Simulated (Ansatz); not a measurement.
System: AgF, charge 0, multiplicity 1. SMILES: [F][Ag]
Geometry: optimised at B3LYP-D3(BJ)/def2-TZVP (Ansatz, a first-principles code).

Quantity: vertical electron affinity (to the doublet state of charge -1; a negative value means that the extra electron is unbound and the number depends on the basis; each state is the SCF solution reached for its spin), in eV. Valence correlation only, unless marked. Open shells are spin-unrestricted. No spin-orbit coupling. Frozen are the shells of the preceding noble gas and the d and f shells that filled before the atom's block. In def2 rows, elements after Kr have scalar-relativistic effective core potentials. Anions need diffuse functions: def2-D sets add few. CBS(X,Y): correlation extrapolated as X^-3; Hartree-Fock from the larger set.

```
level                                 program  vertical electron affinity (eV)
------------------------------------  -------  -------------------------------
PBE/def2-TZVPD                         Ansatz                             1.44
PBE0/def2-TZVPD                        Ansatz                             1.35
BHLYP/def2-TZVPD                       Ansatz                             1.24
CCSD/def2-TZVPPD                       Ansatz                             1.14
CCSD(T)/def2-TZVPPD                    Ansatz                             1.18
CCSD(T)/CBS(def2-TZVPPD,def2-QZVPPD)   Ansatz                             1.33
```
